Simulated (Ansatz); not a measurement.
H$_{2}$Zn, singlet, geometry from GFN2-xTB (such geometries of metal compounds can be far from the true shape); PBE0/STO-3G in Ansatz (a quantum-chemistry and plane-wave program).

The Ansatz input:
Ansatz 0.2 input:
```yaml
crystal:
  periodic: [false, false, false]
  atoms:
    - {symbol: Zn, position_ang: [0.00000000, 0.00000000, 0.00000000]}
    - {symbol: H, position_ang: [-0.00000000, -0.00000000, -1.49925704]}
    - {symbol: H, position_ang: [0.00000000, 0.00000000, 1.49925704]}
basis:
  gaussian:
    orbitals: STO-3G
    nuclear_model: gaussian
hamiltonian:
  xc: pbe0
```

Output, abridged:

```
Functional definition: PBE0
188 factors; integrals over basis functions are off by at most 1.4e-4 eV
mean field evaluation 1: about -47458.6825 eV, gradient 9.1e1 eV
mean field evaluation 2: about -47807.5785 eV, gradient 7.3e1 eV
mean field evaluation 4: about -47848.4129 eV, gradient 6.3e1 eV
mean field evaluation 8: about -47848.4227 eV, gradient 6.3e1 eV
mean field evaluation 16: about -47877.5845 eV, gradient 1.3e-2 eV
mean field evaluation 32: about -47877.5240 eV, gradient 2.7e-2 eV
mean field evaluation 64: about -47821.2880 eV, gradient 6.6e1 eV
mean field evaluation 96: about -47840.7974 eV, gradient 4.3e-2 eV
mean field evaluation 128: about -47847.6538 eV, gradient 8.3e1 eV
mean field evaluation 160: about -47876.3890 eV, gradient 7.5e0 eV
mean field evaluation 192: about -47872.6094 eV, gradient 5.9e0 eV
mean field evaluation 224: about -47868.7242 eV, gradient 4.6e1 eV
mean field evaluation 256: about -47877.7214 eV, gradient 5.3e-1 eV
mean field evaluation 288: about -47877.5316 eV, gradient 8.9e-2 eV
mean field -47877.52432433 eV, -1759.4665663674 hartree, gradient 4.5e-6 eV, S^2 0.000000; 18 other end points of the search recorded, 0 dependent functions left out
reference -47877.52433543 eV, -1759.4665667755 hartree; 16, 16 occupied and 4, 4 virtual orbitals, 188 factors
Total energy: -47877.52433543 eV, -1759.4665667755 hartree
```
